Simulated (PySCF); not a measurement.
# Bonding in `C/C=C(\CCOC)C(=O)O`

C7H12O3.
SMILES with atom numbers: `[CH3:1]/[CH:2]=[C:3](\[CH2:4][CH2:5][O:6][CH3:7])[C:8](=[O:9])[OH:10]` (hydrogens: H11, H12, H13 on C1; H14 on C2; H15, H16 on C4; H17, H18 on C5; H19, H20, H21 on C7; H22 on O10)

Cartesian coordinates in Å at the GFN2-xTB level; atoms count from 1:
```xyz
22
C7H12O3 angstrom
C     -1.2427   -1.1705    1.7082
C     -1.6667   -0.1113    0.7536
C     -1.1623    0.0630   -0.4723
C     -0.0794   -0.7843   -1.0828
C      1.3060   -0.1884   -0.8285
O      1.6355   -0.3310    0.5372
C      2.8448    0.2919    0.8771
C     -1.6284    1.1696   -1.3281
O     -1.1824    1.4268   -2.4222
O     -2.6207    1.9064   -0.7917
H     -1.5588   -0.9246    2.7182
H     -0.1622   -1.2872    1.6846
H     -1.6945   -2.1250    1.4341
H     -2.4453    0.5610    1.0863
H     -0.2325   -0.8170   -2.1624
H     -0.1116   -1.7947   -0.6789
H      2.0544   -0.7082   -1.4476
H      1.3101    0.8748   -1.1101
H      2.8015    1.3730    0.6938
H      3.0032    0.1106    1.9385
H      3.6839   -0.1258    0.3060
H     -2.8624    2.6101   -1.4138
```

Bond orders from the PBE0/pcSseg-1 density (PySCF). Geometry: GFN2-xTB, one conformer, isolated molecule.

**Question.** Where do the orders between heavy atoms depart from those drawn in the SMILES?

**Answer.** The largest departure is 0.202, at C2–C3 (drawn double, 1.798). Drawn single, order above 1.12: C8–O10 (1.134).

**Question.** Give the Mayer order of every bond, beside its length.

**Answer.** 
```tsv
bond	drawn as	length (Å)	Mayer order
C1–C2	single	1.488	1.075
C2–C3	double	1.337	1.798
C3–C4	single	1.504	1.067
C4–C5	single	1.529	1.031
C5–O6	single	1.412	0.908
O6–C7	single	1.402	0.935
C3–C8	single	1.475	1.004
C8–O9	double	1.209	1.907
C8–O10	single	1.347	1.134
C1–H11	single	1.086	0.957
C1–H12	single	1.087	0.934
C1–H13	single	1.091	0.941
C2–H14	single	1.081	0.940
C4–H15	single	1.091	0.921
C4–H16	single	1.089	0.934
C5–H17	single	1.102	0.948
C5–H18	single	1.100	0.936
C7–H19	single	1.097	0.959
C7–H20	single	1.088	0.973
C7–H21	single	1.098	0.960
O10–H22	single	0.970	0.927
```

By pair of heavy elements: C–C: lowest C3–C8 (1.004, 1.475 Å), highest C2–C3 (1.798, 1.337 Å); in 3 of the 10 pairs the longer bond (by over 0.003 Å) has the higher order (by 0.02 or more). C–O: lowest C5–O6 (0.908, 1.412 Å), highest C8–O9 (1.907, 1.209 Å).

**Question.** Sum the orders of all bonds at each heavy atom with more than one neighbour and set the sums beside the valence in the SMILES.

**Answer.** C1 3.907 (drawn 4), C2 3.813 (drawn 4), C3 3.869 (drawn 4), C4 3.953 (drawn 4), C5 3.823 (drawn 4), O6 1.843 (drawn 2), C7 3.827 (drawn 4), C8 4.045 (drawn 4), O10 2.061 (drawn 2). Orders between atoms that aren't bonded are not in these sums.

For a closed shell the Mayer order of atoms A and B is Σ (PS)μν (PS)νμ over the basis functions μ on A and ν on B, with P the density and S the overlap matrix.

These values come from a run that also computed NMR shieldings. Hardware: one thread, Arm Neoverse V2, no GPU, on a shared host. Cost: 43 s of wall time.
